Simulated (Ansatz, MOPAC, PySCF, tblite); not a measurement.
Breaking a bond: SMILES F[SiH2]F (H2F2Si). The Si1–F5 bond (Si1 also carries F, H, H; F5 carries nothing else) is pulled apart rigidly from the PBE0/def2-TZVP optimised geometry.

- UKS-B3LYP = unrestricted B3LYP/cc-pVTZ in Ansatz (a first-principles code)
- GFN2-xTB, 300 K electronic temperature (tblite)
- RKS-LDA (SVWN5)/6-31G* = restricted LDA (SVWN5)/6-31G*, spherical d (PySCF)
- PM3, restricted, heats of formation (MOPAC)
- RMP2 = MP2 on RHF/cc-pVTZ, frozen core in Ansatz

Energies are in kcal/mol, each relative to the lowest point of its own curve near equilibrium.

```csv
R / Å,UKS-B3LYP,GFN2-xTB,RKS-LDA (SVWN5)/6-31G*,PM3,RMP2
1.19,162.5,230.0,165.2,88.1,163.4
1.26,94.1,119.2,96.3,59.3,94.4
1.35,41.3,45.4,42.5,30.9,41.1
1.41,20.9,20.8,21.5,17.3,20.6
1.47,8.6,7.6,8.8,7.8,8.3
1.53,2.2,1.6,2.2,2.1,2.0
1.59,0.0,0.0,0.0,0.0,0.0
1.65,0.8,1.2,1.0,0.9,1.1
1.70,3.2,3.5,3.7,3.7,3.7
1.75,6.7,6.5,7.5,8.0,7.4
1.82,12.9,11.6,14.3,15.8,14.0
1.99,31.2,25.5,34.2,38.6,33.5
2.14,48.4,38.0,52.6,57.8,51.9
2.37,73.3,56.3,78.8,82.0,79.0
2.66,99.8,76.2,106.2,109.6,108.4
2.88,115.3,88.1,122.8,128.8,127.1
3.14,127.2,98.4,138.1,147.1,145.7
3.55,138.3,108.2,155.1,166.8,168.2
3.93,144.1,—,165.1,178.5,183.1
4.26,147.2,—,170.8,185.5,191.8
4.74,149.8,—,—,192.7,198.3
5.63,151.9,—,—,201.2,—
```

At the longest distance, 5.63 Å, PM3 lies highest above its minimum (201.2 kcal/mol) and UKS-B3LYP lowest (151.9 kcal/mol).

A dash means that the run gave no value there, or that the column was ended at a point which the program doubted or which failed a test of continuity chosen for this set; such a test can also cut sound points.

The unrestricted determinant behind UKS-B3LYP is spin-contaminated at 2.88 to 5.63 Å (<S²> up to 0.8, against 0.00 for a pure singlet). The restricted form behind RKS-LDA (SVWN5)/6-31G*, PM3, RMP2 keeps the bonding electrons paired and can't separate into open-shell fragments. The T1 diagnostic of CCSD on the restricted reference of RMP2 exceeds 0.045 at 3.14 to 5.63 Å.
